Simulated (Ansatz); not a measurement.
Reaction (ligand exchange at the Si–F bond): `C[SiH2]F` + `[SH][Ti]([Cl])([Cl])[Cl]` → `C[SiH2][S][Ti]([Cl])([Cl])[Cl]` + H–F

Computed with Ansatz on PBE0-D4/def2-TZVP structures; ΔE is electronic, products minus reactants. CCSD(T)/CBS adds triple-zeta CCSD(T) − MP2 to the extrapolated MP2 energy (def2 sets, frozen cores). This one scheme is used for every species. Functionals use def2-TZVPP. For Ti outer-core shells are correlated without core-valence functions, which leaves a few kJ/mol of doubt a bond. Scalar relativity is left out up to krypton. One conformer a species, not always the lowest.

```csv
level,ΔE (kJ/mol),difference from CCSD(T)/CBS
LDA (SPW92),49.3,-0.2
PBE-D4,44.4,-5.1
r2SCAN-D4,58.8,9.3
B97M-V,64.7,15.2
PBE0-D4,45.5,-4.0
B2PLYP,68.2,18.7
PBE-QIDH,51.1,1.6
PBE,59.0,9.5
SCS-MP2/def2-TZVPP,57.0,7.5
HF/CBS(def2),97.7,48.2
CCSD(T)/CBS,49.5,0
```

Largest T1 diagnostic among the species: 0.026, so the coupled-cluster value is less sure than usual.

At CCSD(T), def2-SVP lies −3.4 kJ/mol from the extrapolated value and def2-TZVPP +4.6 kJ/mol. In def2-TZVPP, CCSD(T) changes the Hartree–Fock value by −40.7 kJ/mol (the triples alone add −8.9 kJ/mol) and MP2 by −51.6 kJ/mol. Leaving LDA and LC-ωPBE aside and taking each functional with its dispersion term where it has one, the values, not all of them listed here, spread over 30.3 kJ/mol, from revPBE-D4 to CAM-B3LYP-D4. LDA lies −9.7 kJ/mol from PBE without D4.
